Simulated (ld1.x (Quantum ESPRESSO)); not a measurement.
## calcium (Ca): PAW pseudisation with Wu–Cohen, scalar-relativistic reference atom.

- Element: calcium
- Generator: ld1.x (Quantum ESPRESSO) 7.5
- Type: PAW
- Functional: Wu–Cohen
- Relativity: scalar-relativistic
- Frozen core: [Ne]
- Valence charge: 10
- Reference configuration: 3s2 3p6 3d0 4s1 4p1
- Partial waves: 3s (bound): rcut 1.70, rcutus 1.80 bohr; 4s (bound): rcut 1.70, rcutus 1.80 bohr; 3p (bound): rcut 1.70, rcutus 1.85 bohr; 4p (bound): rcut 1.70, rcutus 1.85 bohr; 3d (bound, empty): rcut 1.50, rcutus 2.00 bohr; 3d channel at 0.95 Ry: rcut 1.50, rcutus 2.00 bohr
- Local potential: all-electron potential smoothed inside 1.80 bohr (lloc = -2)
- Core correction: Bessel-smoothed model core, default radius (core density twice the valence density)
- Augmentation charge: PSQ, inside the norm-conserving radii

- Cutoffs needed: 25 Ry and 40 Ry (the cutoffs (Ry, on a coarse ladder) from which the occupation-weighted sum of valence levels, in a spherical-Bessel basis at the reference potential, stays within 10 and 1 mRy of its value at 400 Ry)
- Ghost test: no extra level below or beside the all-electron valence levels (s, p, d, f tested) (spherical-Bessel basis up to 400 Ry, 20 bohr box)
- Largest excitation error: +2.4 meV (all-electron minus pseudo) for 3s2 3p5 3d0 4s2 4p0, out of 7 test configurations
- Lowest eigenvalue of the overlap operator: 0.17 (s channel)
- Density cutoff estimated by the generator: 182 Ry
